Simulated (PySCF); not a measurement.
C3H7Te, SMILES CC(C)[Te], multiplicity 2.

Geometry: B3LYP-D3(BJ)/def2-SVP. A frequency run showed that this geometry is not a minimum. The isomer is the one that the SMILES or the coordinates give; other isomers of the formula were not compared. The def2 effective core potentials stand for the cores of Te; spin–orbit coupling is left out.

Two levels are set side by side: PBE/def2-TZVP (PySCF) and r2SCAN/def2-TZVP (PySCF). Same geometry, gas phase. Differences are taken from unrounded values.

```csv
quantity,PBE
α-spin orbital gap (eV),3.77
β-spin orbital gap (eV),0.18
dipole moment (D),1.64
mean polarisability (bohr³),76.3
```

**Question.** These are the PBE values. What does r2SCAN give? (Estimate from the structure and the level; the computed values follow.)

**Answer.** 
```tsv
quantity	r2SCAN	PBE minus r2SCAN
α-spin orbital gap (eV)	4.21	-0.45
β-spin orbital gap (eV)	0.72	-0.54
dipole moment (D)	1.75	-0.11
mean polarisability (bohr³)	74.4	1.9
```

Rough cost on one machine, each run with all the roots and properties that it gave: r2SCAN against PBE within a factor of 2.
